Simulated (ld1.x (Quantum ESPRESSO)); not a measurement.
An all-electron radial function and its pseudo partner (hydrogen)

Columns: radius, all-electron u(r) and pseudo u(r) of the 1s shell (level -6.36 eV) of hydrogen in the configuration 1s1; LDA (PZ), scalar-relativistic, RRKJ scheme, ld1.x (Quantum ESPRESSO) 7.5.

```tsv
r (bohr)	all-electron	pseudo
0.057	0.0997	0.0825
0.115	0.1898	0.1649
0.172	0.2681	0.2426
0.230	0.3383	0.3171
0.288	0.3998	0.3854
0.345	0.4525	0.4455
0.402	0.4982	0.4979
0.460	0.5383	0.5432
0.518	0.5725	0.5805
0.575	0.6009	0.6099
0.632	0.6246	0.6330
0.690	0.6444	0.6511
0.747	0.6601	0.6648
0.805	0.6726	0.6753
0.862	0.6818	0.6831
0.920	0.6884	0.6888
0.977	0.6923	0.6924
1.035	0.6941	0.6941
1.092	0.6939	0.6939
1.150	0.6919	0.6919
1.208	0.6883	0.6883
1.265	0.6834	0.6834
1.322	0.6773	0.6773
1.380	0.6700	0.6700
1.438	0.6618	0.6618
1.495	0.6528	0.6528
```

How many radial nodes do the two functions have?

The all-electron 1s function has n − l − 1 = 0; the pseudo-wave has 0.

At about which radius was the pseudo-wave matched?

1.10 bohr. The columns agree to 0.0005 from 0.92 bohr on; several derivatives are matched, so the curves merge somewhat inside the radius.

Where does each function peak?

Outermost all-electron maximum near 1.03 bohr, pseudo maximum near 1.03 bohr (to the table’s step).

Is the pseudo-wave norm-conserving?

Yes: the RRKJ scheme keeps the norm inside the radius equal to the all-electron one, which fixes the energy derivative of the logarithmic derivative at the level.
